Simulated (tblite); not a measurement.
Species: C5H11O2 (doublet state).
Z-matrix (Å and degrees, GFN2-xTB geometry), rows numbered from 1:
```
C 
C   1  1.5218
C   2  1.5545  1  111.21
O   3  1.4086  2  110.49  1   -60.65
C   3  1.4894  2  110.66  1   175.01
O   5  1.3748  3  115.25  2    76.24
C   6  1.4011  5  115.83  3  -172.14
H   1  1.0869  2  109.80  3    54.16
H   1  1.0877  2  110.51  3   174.35
H   1  1.0877  2  110.49  3   -65.33
H   2  1.0911  1  110.38  3   120.77
H   2  1.0924  1  110.14  3  -119.62
H   3  1.0960  2  108.51  1    55.15
H   4  0.9644  3  107.08  2   -77.71
H   5  1.0790  3  120.66  2   -75.08
H   7  1.0958  6  111.22  5    58.29
H   7  1.0956  6  111.16  5   -62.96
H   7  1.0889  6  106.66  5   177.78
```

Computed values, GFN2-xTB/tblite, gas phase, harmonic and unscaled. Against measured fundamentals such values can be off by several per cent, at times by over 20. One conformer, not necessarily the lowest. Open shells enter through the occupations alone, without spin polarisation, and single modes of such species can be off by tens of per cent.

Harmonic wavenumbers (cm⁻¹): 53.5, 63.2, 89.0, 148.6, 179.7, 196.8, 257.9, 319.1, 341.2, 365.3, 465.2, 521.3, 676.8, 814.2, 872.3, 957.6, 1010.8, 1049.1, 1066.0, 1091.0, 1105.9, 1120.1, 1137.0, 1209.8, 1230.3, 1251.4, 1273.4, 1305.1, 1322.1, 1354.4, 1406.9, 1407.4, 1460.8, 1476.2, 1478.2, 1492.2, 1501.2, 2915.4, 2928.8, 2936.5, 2973.8, 2984.9, 3024.8, 3029.2, 3036.3, 3050.0, 3062.4, 3539.6.

A = 5641, B = 1332, C = 1208 MHz; mass 103.076 u (most abundant isotopes); point group C1, symmetry number 1; spin multiplicity 2.

**Question.** Zero-point energy?

**Answer.** Half the sum of the wavenumbers: 33276 cm⁻¹ = 95.14 kcal/mol.

**Question.** Entropy at 200 K, 1 bar (ideal gas, RRHO, classical rotation)?

**Answer.** Translation 37.85, rotation 26.77, vibration 19.11, spin (R ln 2) 1.38: S = 85.1 cal/(mol K).

**Question.** And Cp and H(200 K) − H(0)?

**Answer.** Cp = 27.06 cal/(mol K), of which vibrations give 19.12 (their classical limit is 48 R = 95.4); H(200 K) − H(0) = 3.65 kcal/mol without the zero-point energy, 2.06 from vibrations.

**Question.** What must be added to the electronic energy to get the Gibbs energy at 200 K and 1 bar?

**Answer.** ZPE + [H(200 K) − H(0)] − T·S = 95.14 + 3.65 − 17.02 = 81.77 kcal/mol.

**Question.** How do the functions run with temperature in this model?

**Answer.** 
```csv
T (K),S (cal/(mol K)),Cp (cal/(mol K)),H − H(0) (kcal/mol),G − H(0) (kcal/mol),ln q(vib)
100,69.3,19.0,1.32,-5.61,1.78
300,97.5,35.0,6.74,-22.52,6.94
500,119.3,51.2,15.40,-44.25,11.66
800,147.4,68.1,33.50,-84.38,18.32
1000,163.4,75.7,47.92,-115.48,22.46
```

q(vib) and H(0) count from the zero-point level.

**Question.** Blend soft modes into free rotors: weight 1/[1 + (100 cm⁻¹/ν̃)⁴] for the oscillator and the rest for a rotor with moment μB/(μ + B), μ = h/(8π²ν), B = 10⁻⁴⁴ kg m². What vibrational entropy results?

**Answer.** 17.67 cal/(mol K) in place of 19.11, which changes −T·S at 200 K by +0.29 kcal/mol.

Hindered rotation and anharmonicity are outside this model. Other conformers, if any are populated, would add a mixing term that is left out. The structure is chiral; the term R ln 2 for an equal mix with its mirror image is left out.
